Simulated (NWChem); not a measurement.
System: CH$_{3}$Si, doublet; SMILES C=[SiH]

NWChem input:

```
start job
memory heap 200 mb stack 700 mb global 900 mb
geometry units angstroms noautosym nocenter noautoz
  C     -0.041803     1.115534    -0.067606
  Si    -0.100184    -0.585324     0.225548
  H     -0.925002     1.771532    -0.033104
  H      0.922551     1.602249    -0.302705
  H      1.150350    -1.441124     0.162816
end
basis spherical
  C library def2-svp
  Si library def2-svp
  H library def2-svp
end
dft
  odft
  mult 2
  xc m06-2x
  iterations 150
end
cosmo
  do_cosmo_smd true
  solvent methanol
end
task dft energy
```

Excerpt of the output:

```
             Northwest Computational Chemistry Package (NWChem) 7.3.0
             --------------------------------------------------------

                             Geometry "geometry" -> ""
                             -------------------------

 Output coordinates in angstroms (scale by  1.889725989 to convert to a.u.)

  No.       Tag          Charge          X              Y              Z
 ---- ---------------- ---------- -------------- -------------- --------------
    1 C                    6.0000    -0.04180300     1.11553400    -0.06760600
    2 Si                  14.0000    -0.10018400    -0.58532400     0.22554800
    3 H                    1.0000    -0.92500200     1.77153200    -0.03310400
    4 H                    1.0000     0.92255100     1.60224900    -0.30270500
    5 H                    1.0000     1.15035000    -1.44112400     0.16281600

 Effective nuclear repulsion energy (a.u.)      44.0431768690

                                 NWChem DFT Module
                                 -----------------

 Summary of "ao basis" -> "ao basis" (spherical)
 ------------------------------------------------------------------------------
       Tag                 Description            Shells   Functions and Types
 ---------------- ------------------------------  ------  ---------------------
 C                          def2-svp                 6       14   3s2p1d
 Si                         def2-svp                 8       18   4s3p1d
 H                          def2-svp                 3        5   2s1p

 in cosmo_initialize ...
 calling solv_data for solv:methanol

 solvent parameters
 solvname_short: methanol
 solvname_long:  methanol
 dielec:       32.6130
 dielecinf:     1.7657
 nonaqueous SMD model solvent descriptors
 dielec:       32.6130
 sola:          0.4300
 solb:          0.4700
 solc:          0.0000
 solg:         31.7700
 solh:          0.0000
 soln:          1.3288

          ---------------
          -cosmo- solvent
          ---------------
 Cosmo: York-Karplus, doi: 10.1021/jp992097l
 dielectric constant -eps-     =  32.61
 screen = (eps-1)/(eps    )    =   0.96934
 surface charge correction     = lagrangian

   van der Waals surface
 --------------------------

 ---------- ATOMIC COORDINATES (A.U.) ------------ VDWR(ANG.) --
     1   -0.07899622    2.10805359   -0.12775682     1.850
     2   -0.18932031   -1.10610197    0.42622392     2.470
     3   -1.74800032    3.34771006   -0.06255749     1.200
     4    1.74336860    3.02781158   -0.57202951     1.200
     5    2.17384629   -2.72332948    0.30767763     1.200
 number of segments per atom =        128
 number of   points per atom =        128
 atom (   nspa,  nppa )
 ----------------------
    1 (     52,     0 )       0
    2 (    106,     0 )       0
    3 (     54,     0 )       0
    4 (     55,     0 )       0
    5 (     32,     0 )       0
 number of -cosmo- surface points =      299
 molecular surface =     91.409 angstrom**2
 molecular volume  =     73.507 angstrom**3
 -lineq- algorithm             =   0
 -bem- low  level              =   3
 -bem- from -octahedral-
 gaussian surface charge width =   4.50000
 degree of switching           =   1.00000
 switching function tolerance  =   0.00010
 atomic radii =
 --------------
    1  6.000  1.850
    2 14.000  2.470
    3  1.000  1.200
    4  1.000  1.200
    5  1.000  1.200
 ...... end of -cosmo- initialization ......

 nat:                     5
 ixmem:                  1509
 calling mnsol_interface()
 G(SMD-CDS) energy (kcal/mol)  =     0.659
 SMD-CDS SASA (angstrom**2)    =   103.951

            General Information
            -------------------
          SCF calculation type: DFT
          Wavefunction type:  spin polarized.
          No. of atoms     :     5
          No. of electrons :    23
           Alpha electrons :    12
            Beta electrons :    11
          Charge           :     0
          Spin multiplicity:     2
          Use of symmetry is: off; symmetry adaption is: off
          Maximum number of iterations: 150
          AO basis - number of functions:    47
                     number of shells:    23
          Convergence on energy requested:  1.00D-06
          Convergence on density requested:  1.00D-05
          Convergence on gradient requested:  5.00D-04

              XC Information
              --------------
                       M06-2X Method XC Functional
                     Hartree-Fock (Exact) Exchange  0.540
                        M06-2X Exchange Functional  1.000
                      M06-2X Correlation Potential  1.000

             Grid Information
             ----------------
          Grid used for XC integration:  medium
          Radial quadrature: Mura-Knowles
          Angular quadrature: Lebedev.
          Tag              B.-S. Rad. Rad. Pts. Rad. Cut. Ang. Pts.
          ---              ---------- --------- --------- ---------
          C                   0.70       49           9.0       434
          Si                  1.10       88           8.0       590
          H                   0.35       45          10.0       434
          Grid pruning is: on
          Number of quadrature shells:   272
          Spatial weights used:  Erf1

      Superposition of Atomic Density Guess
      -------------------------------------

 Sum of atomic energies:        -327.86119189

      Non-variational initial energy
      ------------------------------

 Total energy =    -328.457483
 1-e energy   =    -539.409523
 2-e energy   =     166.908863
 HOMO         =      -0.168255
 LUMO         =      -0.008989

[...]

                                COSMO-SMD solvation results
                                ---------------------------

             internal energy in gas <Psi(g)|H|Psi(g)> =      -329.123907433731
         internal energy in solvent <Psi(s)|H|Psi(s)> =      -329.123499202641
                               delta internal energy  =         0.000408231090 (    0.26 kcal/mol)
   total free energy in solvent <Psi(s)|H+V/2|Psi(s)> =      -329.126901741608
 polarization energy contribution <Psi(s)|V/2|Psi(s)> =        -0.003402538967 (   -2.14 kcal/mol)
    total free energy in solvent including G(SMD-CDS) =      -329.125851713609
                       G(SMD-CDS) energy contribution =         0.001050027999 (    0.66 kcal/mol)
     1 M fixed-concentration free energy of solvation =        -0.001944279878 (   -1.22 kcal/mol)

                    DFT Final Alpha Molecular Orbital Analysis
                    ------------------------------------------

 Vector   10  Occ=1.000000D+00  E=-4.179247D-01
              MO Center=  2.2D-01,  2.1D-02,  7.2D-02, r^2= 2.7D+00
   Bfn.  Coefficient  Atom+Function         Bfn.  Coefficient  Atom+Function
  ----- ------------  ---------------      ----- ------------  ---------------
     5      0.362565  1 C  py                43      0.302425  5 H  s
    23     -0.272588  2 Si py                33      0.210016  3 H  s
     8      0.170168  1 C  py                44      0.163705  5 H  s
    20      0.151551  2 Si py                26     -0.140891  2 Si py
    22      0.118199  2 Si px                34      0.102264  3 H  s

 Vector   11  Occ=1.000000D+00  E=-2.898784D-01
              MO Center= -3.2D-01, -7.1D-01,  2.9D-01, r^2= 2.4D+00
   Bfn.  Coefficient  Atom+Function         Bfn.  Coefficient  Atom+Function
  ----- ------------  ---------------      ----- ------------  ---------------
    18      0.352879  2 Si s                 25     -0.354282  2 Si px
    22     -0.332010  2 Si px                17      0.306283  2 Si s
    26     -0.207314  2 Si py                43     -0.206546  5 H  s
    44     -0.205658  5 H  s                 23     -0.197863  2 Si py
     5      0.173655  1 C  py                16      0.167443  2 Si s

 Vector   12  Occ=1.000000D+00  E=-2.832532D-01
              MO Center= -6.7D-02,  4.0D-01,  5.2D-02, r^2= 2.2D+00
   Bfn.  Coefficient  Atom+Function         Bfn.  Coefficient  Atom+Function
  ----- ------------  ---------------      ----- ------------  ---------------
     6      0.384240  1 C  pz                27      0.347589  2 Si pz
     9      0.325576  1 C  pz                24      0.287910  2 Si pz
    21     -0.152312  2 Si pz                25      0.061821  2 Si px
     5      0.061402  1 C  py                26      0.061202  2 Si py
     4      0.060563  1 C  px                 8      0.052381  1 C  py

 Vector   13  Occ=0.000000D+00  E=-1.674304D-02
              MO Center= -8.0D-02, -6.5D-02,  1.4D-01, r^2= 3.2D+00
   Bfn.  Coefficient  Atom+Function         Bfn.  Coefficient  Atom+Function
  ----- ------------  ---------------      ----- ------------  ---------------
    27      0.692079  2 Si pz                 9     -0.533553  1 C  pz
     6     -0.358949  1 C  pz                24      0.290591  2 Si pz
    21     -0.153005  2 Si pz                26      0.114556  2 Si py
    25      0.113893  2 Si px                29     -0.099210  2 Si d -1
     8     -0.088267  1 C  py                 7     -0.086197  1 C  px

 Vector   14  Occ=0.000000D+00  E= 9.010620D-02
              MO Center= -2.1D-02,  9.4D-02,  1.0D-01, r^2= 4.8D+00
   Bfn.  Coefficient  Atom+Function         Bfn.  Coefficient  Atom+Function
  ----- ------------  ---------------      ----- ------------  ---------------
     3      2.311505  1 C  s                 18     -1.503651  2 Si s
    26     -1.365718  2 Si py                34     -0.634392  3 H  s
    39     -0.595835  4 H  s                  8     -0.356764  1 C  py
    27      0.241152  2 Si pz                 2      0.193673  1 C  s
    17      0.185930  2 Si s                  1     -0.130898  1 C  s

 Vector   15  Occ=0.000000D+00  E= 9.279128D-02
              MO Center=  3.5D-01, -5.7D-01,  1.5D-01, r^2= 3.9D+00
   Bfn.  Coefficient  Atom+Function         Bfn.  Coefficient  Atom+Function
  ----- ------------  ---------------      ----- ------------  ---------------
    44      1.521800  5 H  s                 25     -1.082579  2 Si px
    18     -0.985006  2 Si s                 26      0.514640  2 Si py
    39      0.498587  4 H  s                 17     -0.289916  2 Si s
    34     -0.279247  3 H  s                 43      0.236007  5 H  s
    22     -0.224290  2 Si px                16     -0.153909  2 Si s

                     DFT Final Beta Molecular Orbital Analysis
                     -----------------------------------------

 Vector    9  Occ=1.000000D+00  E=-4.711317D-01
              MO Center=  5.5D-02,  1.3D+00, -1.1D-01, r^2= 1.4D+00
   Bfn.  Coefficient  Atom+Function         Bfn.  Coefficient  Atom+Function
  ----- ------------  ---------------      ----- ------------  ---------------
     4      0.424815  1 C  px                38      0.340042  4 H  s
    33     -0.264234  3 H  s                  7      0.176392  1 C  px
    39      0.121247  4 H  s                 17     -0.118393  2 Si s
    34     -0.092803  3 H  s                  6     -0.074832  1 C  pz
    16     -0.074268  2 Si s                 25      0.061403  2 Si px

 Vector   10  Occ=1.000000D+00  E=-4.051322D-01
              MO Center=  2.7D-01, -8.7D-02,  8.2D-02, r^2= 2.7D+00
   Bfn.  Coefficient  Atom+Function         Bfn.  Coefficient  Atom+Function
  ----- ------------  ---------------      ----- ------------  ---------------
     5      0.357400  1 C  py                43      0.299814  5 H  s
    23     -0.269351  2 Si py                33      0.182612  3 H  s
    26     -0.167633  2 Si py                 8      0.163885  1 C  py
    44      0.157602  5 H  s                 20      0.152562  2 Si py
    22      0.124314  2 Si px                34      0.095781  3 H  s

 Vector   11  Occ=1.000000D+00  E=-2.804258D-01
              MO Center= -5.2D-02,  6.0D-01,  2.1D-02, r^2= 2.0D+00
   Bfn.  Coefficient  Atom+Function         Bfn.  Coefficient  Atom+Function
  ----- ------------  ---------------      ----- ------------  ---------------
     6      0.430966  1 C  pz                 9      0.374839  1 C  pz
    27      0.290857  2 Si pz                24      0.224086  2 Si pz
    21     -0.126378  2 Si pz                 5      0.071888  1 C  py
     4      0.069476  1 C  px                 8      0.062250  1 C  py
    29      0.061672  2 Si d -1               7      0.060491  1 C  px

 Vector   12  Occ=0.000000D+00  E=-9.603124D-02
              MO Center= -5.6D-01, -8.7D-01,  3.5D-01, r^2= 2.7D+00
   Bfn.  Coefficient  Atom+Function         Bfn.  Coefficient  Atom+Function
  ----- ------------  ---------------      ----- ------------  ---------------
    18      0.660626  2 Si s                 25     -0.519504  2 Si px
    26     -0.269331  2 Si py                44     -0.230810  5 H  s
    22     -0.167592  2 Si px                43     -0.154259  5 H  s
    16      0.142910  2 Si s                  3     -0.133353  1 C  s
     5      0.130670  1 C  py                27      0.128237  2 Si pz

 Vector   13  Occ=0.000000D+00  E=-1.298399D-03
              MO Center= -6.5D-02, -2.5D-01,  1.6D-01, r^2= 3.3D+00
   Bfn.  Coefficient  Atom+Function         Bfn.  Coefficient  Atom+Function
  ----- ------------  ---------------      ----- ------------  ---------------
    27      0.788607  2 Si pz                 9     -0.504045  1 C  pz
     6     -0.318639  1 C  pz                24      0.259881  2 Si pz
    21     -0.153846  2 Si pz                25      0.130775  2 Si px
    26      0.130491  2 Si py                 8     -0.083369  1 C  py
     7     -0.082011  1 C  px                29     -0.064173  2 Si d -1

 Vector   14  Occ=0.000000D+00  E= 9.030751D-02
              MO Center=  7.6D-02,  1.1D-01,  8.1D-02, r^2= 5.0D+00
   Bfn.  Coefficient  Atom+Function         Bfn.  Coefficient  Atom+Function
  ----- ------------  ---------------      ----- ------------  ---------------
     3      2.445490  1 C  s                 18     -1.661672  2 Si s
    26     -1.397668  2 Si py                34     -0.682986  3 H  s
    39     -0.561138  4 H  s                  8     -0.416607  1 C  py
    27      0.274992  2 Si pz                25     -0.254741  2 Si px
    44      0.202852  5 H  s                  2      0.171326  1 C  s

   alpha - beta orbital overlaps
   -----------------------------

   alpha      1      2      3      4      5      6      7      8      9     10
    beta      1      2      3      6      4      5      7      8      9     10
 overlap   1.000  1.000  1.000  0.974  1.000  0.974  0.998  0.984  0.987  0.996

   alpha     11     12     13     14     15     16     17     18     19     20
    beta     12     11     13     14     15     17     16     18     19     21
 overlap   0.969  0.992  0.991  0.985  0.973  0.805  0.753  0.940  0.957  0.838

   alpha     21     22     23     24     25     26     27     28     29     30
    beta     20     23     22     24     26     25     27     28     29     30
 overlap   0.993  0.982  0.869  0.968  0.983  0.968  0.990  0.995  0.965  0.943

[...]
```

Level: M06-2X/def2-SVP, spin-unrestricted, SMD on the gas-phase geometry. Coordinates come from a PBE-D3(BJ)/def2-SVP, spin-unrestricted optimisation. No stability test was run on the SCF state. Solvent: methanol.
